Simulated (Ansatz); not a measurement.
Reaction (redistribution): `[SiH3][O][GaH2]` + `N[SiH]1[O][SnH2]1` → `[NH2][GaH][O][SiH3]` + `[O]1[SiH2][SnH2]1`

Calculated with Ansatz (gas phase, PBE0-D4/def2-TZVP geometries, no zero-point term in ΔE). CBS: MP2 limit from def2 TZ/QZ plus the TZ coupled-cluster correction, frozen cores. Functionals use def2-TZVPP. def2 core potentials past Kr. For Ga, Sn outer-core shells are correlated without core-valence functions, which leaves a few kJ/mol of doubt a bond. Scalar relativity is left out up to krypton. One conformer a species, not always the lowest.

`[SiH3][O][GaH2]`:

Z-matrix (Å, degrees):
```
Si
O 1 1.629
H 1 1.488 2 110.0
H 1 1.492 2 111.4 3 120.2
H 1 1.488 2 110.0 3 -119.7
Ga 2 1.785 1 139.3 3 -120.2
H 6 1.555 2 113.8 1 179.9
H 6 1.561 2 116.0 1 -0.1
```

`N[SiH]1[O][SnH2]1`:

```xyz
9

N     1.212    1.445   -0.427
Si    0.146    0.558    0.530
O     0.494   -0.963    0.871
Sn   -1.326   -1.322   -0.241
H     1.750    1.035   -1.173
H     1.203    2.451   -0.451
H    -0.397    1.493    1.544
H    -2.279   -2.287    0.817
H    -0.803   -2.408   -1.470
```

`[NH2][GaH][O][SiH3]`:

Z-matrix (Å, degrees):
```
Si
O 1 1.625
H 1 1.489 2 110.2
H 1 1.489 2 110.2 3 119.7
H 1 1.493 2 111.6 3 -120.1
Ga 2 1.786 1 139.8 3 120.1
N 6 1.801 2 112.1 1 179.6
H 6 1.548 2 121.1 1 -0.5
H 7 1.004 6 124.5 2 180.0
H 7 1.005 6 122.7 2 -0.0
```

`[O]1[SiH2][SnH2]1`:

```xyz
7

O    -1.023    0.473   -0.532
Si   -0.765   -0.944    0.207
Sn    1.036    0.709   -0.015
H    -0.759   -2.186   -0.608
H    -1.407   -1.194    1.523
H     1.828    1.006   -1.500
H     1.091    2.136    0.925
```

Problem. Is it downhill or uphill in electronic energy at CCSD(T)/CBS, and by how much? (An estimate is asked.)

Solution. Computed: Uphill: ΔE = +30.6 kJ/mol.

Problem. What do these levels give: B2PLYP, r2SCAN, PBE0, CCSD(T)/def2-TZVPP, HF/def2-QZVPP, CCSD/CBS(def2)? (Best estimate.)

Solution. The calculation gave: B2PLYP 36.4, r2SCAN 39.6, PBE0 37.4, CCSD(T)/def2-TZVPP 31.7, HF/def2-QZVPP 37.2, CCSD/CBS(def2) 30.7 kJ/mol.

Largest T1 diagnostic among the species: 0.017.

In def2-TZVPP, CCSD(T) changes the Hartree–Fock value by −5.0 kJ/mol (the triples alone add −0.1 kJ/mol) and MP2 by −4.0 kJ/mol.
